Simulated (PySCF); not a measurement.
Isomers of H9NOSi3, mass 122.999 u with the commonest isotopes. Computed with PySCF 2.14.0, PBE0-D3(BJ)/def2-SVP geometry optimisation, gas phase. One conformer each, none proved a minimum here; rigid rotors.

Question: Order these by rotational constant A, largest first.
A. `[OH:1][SiH2:2][N:3]([SiH3:4])[SiH3:5]` with H–O1–Si2–N3 130°, O1–Si2–N3–Si4 -28°
B. `[NH2:1][SiH2:2][SiH2:3][O:4][SiH3:5]` with H–N1–Si2–Si3 167° and -54°, N1–Si2–Si3–O4 169°, Si2–Si3–O4–Si5 155°
C. `[NH2:1][Si@@H:2]([SiH3:3])[SiH2:4][OH:5]` with H–N1–Si2–Si3 -65° and 70°, N1–Si2–Si4–O5 -149°, Si2–Si4–O5–H 176°

Answer: B (8965 MHz), A (3057 MHz), C (2476 MHz).

Question: Order these by rotational constant B, largest first.
A. `[NH2:1][SiH2:2][SiH2:3][O:4][SiH3:5]` with H–N1–Si2–Si3 167° and -54°, N1–Si2–Si3–O4 169°, Si2–Si3–O4–Si5 155°
B. `[OH:1][SiH2:2][N:3]([SiH3:4])[SiH3:5]` with H–O1–Si2–N3 130°, O1–Si2–N3–Si4 -28°
C. `[NH2:1][Si@@H:2]([SiH3:3])[SiH2:4][OH:5]` with H–N1–Si2–Si3 -65° and 70°, N1–Si2–Si4–O5 -149°, Si2–Si4–O5–H 176°

Answer: B (1835 MHz), C (1714 MHz), A (823.0 MHz).

Question: Order these by out-of-plane moment Σ m c² = (Ia + Ib − Ic)/2, smallest first.
A. `[NH2:1][SiH2:2][SiH2:3][O:4][SiH3:5]` with H–N1–Si2–Si3 167° and -54°, N1–Si2–Si3–O4 169°, Si2–Si3–O4–Si5 155°
B. `[NH2:1][Si@@H:2]([SiH3:3])[SiH2:4][OH:5]` with H–N1–Si2–Si3 -65° and 70°, N1–Si2–Si4–O5 -149°, Si2–Si4–O5–H 176°
C. `[OH:1][SiH2:2][N:3]([SiH3:4])[SiH3:5]` with H–O1–Si2–N3 130°, O1–Si2–N3–Si4 -28°

Answer: A (10.22 u·Å²), C (14.02 u·Å²), B (19.85 u·Å²).

```tsv
SMILES	point group	Ia (u·Å²)	Ib (u·Å²)	Ic (u·Å²)	κ	μa (D)	μb (D)	μc (D)
N[SiH2][SiH2]O[SiH3]	C1	56.38	614.06	650.00	-0.99	1.34	0.47	0.45
N[Si@@H]([SiH3])[SiH2]O	C1	204.10	294.79	459.20	-0.11	0.57	0.80	1.03
O[SiH2]N([SiH3])[SiH3]	C1	165.31	275.34	412.62	-0.33	1.12	0.27	0.91
```
